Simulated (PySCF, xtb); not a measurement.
GeH6Si, SMILES [SiH3][GeH3].

GFN2-xTB in xtb at its own geometry gives an orbital gap of 5.15 eV and a dipole moment of 1.26 D.

Geometry: PBE0-D3(BJ)/def2-TZVP.

### Question
What does B3LYP/def2-TZVPD in PySCF give? (Estimate from the structure and the level; the computed values follow.)

### Answer
gap 7.83 eV (levels -8.09 and -0.26 eV), dipole 0.12 D.
